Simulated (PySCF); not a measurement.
Mg(Br)(SeH) (BrHMgSe), SMILES [Mg]([Br])[SeH]. Atoms are numbered in the order given.

```xyz
4

Mg    -0.0031     0.0325     0.0000
Br     0.0007     2.3691     0.0000
Se    -0.0417    -2.3799     0.0000
H      1.4330    -2.3926     0.0000
```
Charge 0, spin multiplicity 1.

Geometry optimised at B3LYP-D3(BJ)/def2-TZVP. Other conformers were not sampled.

All values below come from IEF-PCM-B3LYP/def2-SVP (PySCF).

The values are the electrostatic part of the solvation free energy, E(continuum) − E(gas) at the gas-phase geometry, in a cavity of scaled van der Waals radii (PySCF's table); cavitation and dispersion terms are not included. A continuum can't describe solvent molecules that bind to the metal. In vacuum the orbital gap is 4.92 eV. The dipole moment in vacuum is 0.86 D.

**Question.** Estimate the values in water (ε = 78.36), cyclohexanone (ε = 15.62), N,N-dimethylformamide (ε = 37.22). (Estimate from the structure and the level; the computed values follow.)

**Answer.** 
```json
[
 {"solvent": "water", "ε": "78.36", "ΔG(elec) (kcal/mol)": "-13.4", "dipole (D)": "0.94", "gap (eV)": "5.38"},
 {"solvent": "cyclohexanone", "ε": "15.62", "ΔG(elec) (kcal/mol)": "-12.2", "dipole (D)": "0.93", "gap (eV)": "5.34"},
 {"solvent": "N,N-dimethylformamide", "ε": "37.22", "ΔG(elec) (kcal/mol)": "-13.0", "dipole (D)": "0.93", "gap (eV)": "5.37"}
]
```
